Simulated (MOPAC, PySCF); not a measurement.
C₉H₇NSSi, SMILES `C(c1ccc(c2c1scc2)[SiH3])#N`, neutral singlet in the gas phase. 

Cartesian coordinates (Å):
```xyz
19

N     -4.6294    -0.0898    -0.3051
C     -3.4673    -0.2355    -0.2184
C     -2.0492    -0.3997    -0.1134
C     -1.4696    -1.6782     0.0025
C     -0.0729    -1.8259     0.1051
C      0.7988    -0.7224     0.0971
Si     2.6674    -0.9722     0.2374
C      0.2304     0.5794    -0.0194
C      0.8872     1.8626    -0.0527
C      0.0049     2.9069    -0.1747
S     -1.6625     2.3994    -0.2559
C     -1.1869     0.7255    -0.1233
H     -2.1243    -2.5609     0.0117
H      0.3394    -2.8429     0.1939
H      2.9442    -2.4448     0.3447
H      3.2080    -0.2666     1.4522
H      3.3705    -0.4125    -0.9701
H      1.9755     1.9993     0.0121
H      0.2358     3.9784    -0.2238
```
Charge 0, spin multiplicity 1.

All levels are single points at this geometry (PBE-D3(BJ)/def2-SVP); Pople sets use spherical d functions. Orbital energies aren't observables, and empty levels follow the basis.

B3LYP/LANL2DZ in PySCF gives HOMO (eV) = -6.72.

**Question.** Estimate the HOMO (eV) from each of these levels: PBE-D3(BJ)/def2-TZVP in PySCF; B3LYP/3-21G in PySCF; BP86/6-31G* in PySCF; PBE/6-31G* in PySCF; SVWN5/6-31G* in PySCF; HF/6-31G* in PySCF; AM1 in MOPAC; PM3 in MOPAC.

**Answer.** 
| level | HOMO (eV) |
|---|---|
| PBE-D3(BJ)/def2-TZVP in PySCF | -6.06 |
| B3LYP/3-21G in PySCF | -6.58 |
| BP86/6-31G* in PySCF | -5.90 |
| PBE/6-31G* in PySCF | -5.81 |
| SVWN5/6-31G* in PySCF | -5.96 |
| HF/6-31G* in PySCF | -8.62 |
| AM1 in MOPAC | -8.81 |
| PM3 in MOPAC | -8.91 |
